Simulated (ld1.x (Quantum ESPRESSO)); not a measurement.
**u(r) = r·R(r): atom against pseudo-atom (K)**

Columns: radius, all-electron u(r) and pseudo u(r) of the 3p shell (level -18.81 eV) of potassium in the configuration [Ne] 3s2 3p6 4s1 4p0; PBE, scalar-relativistic, PAW scheme, ld1.x (Quantum ESPRESSO) 7.5.

| r (bohr) | all-electron | pseudo |
| --- | --- | --- |
| 0.150 | 0.3886 | -0.0220 |
| 0.300 | 0.3467 | -0.0850 |
| 0.450 | 0.0028 | -0.1810 |
| 0.600 | -0.3582 | -0.2979 |
| 0.750 | -0.6305 | -0.4213 |
| 0.900 | -0.7986 | -0.5366 |
| 1.050 | -0.8766 | -0.6313 |
| 1.200 | -0.8883 | -0.6964 |
| 1.350 | -0.8565 | -0.7274 |
| 1.500 | -0.7991 | -0.7249 |
| 1.650 | -0.7286 | -0.6934 |
| 1.800 | -0.6534 | -0.6408 |
| 1.950 | -0.5789 | -0.5762 |
| 2.100 | -0.5082 | -0.5082 |
| 2.250 | -0.4431 | -0.4432 |
| 2.400 | -0.3843 | -0.3843 |
| 2.550 | -0.3319 | -0.3319 |
| 2.700 | -0.2857 | -0.2857 |
| 2.850 | -0.2452 | -0.2452 |
| 3.000 | -0.2100 | -0.2100 |
| 3.150 | -0.1795 | -0.1795 |
| 3.300 | -0.1531 | -0.1531 |
| 3.450 | -0.1305 | -0.1305 |
| 3.600 | -0.1111 | -0.1111 |
| 3.750 | -0.0946 | -0.0946 |
| 3.900 | -0.0805 | -0.0805 |

Q: How many radial nodes do the two functions have?

A: The all-electron 3p function has n − l − 1 = 1; the pseudo-wave has 0, since the states of the same l below it are removed with the core.

Q: At about which radius was the pseudo-wave matched?

A: 2.35 bohr. The columns agree to 0.0005 from 2.10 bohr on; several derivatives are matched, so the curves merge somewhat inside the radius.

Q: Is the pseudo-wave norm-conserving?

A: No, it belongs to a PAW set: the norm inside the radius is not constrained, and the difference is carried by the augmentation charge.
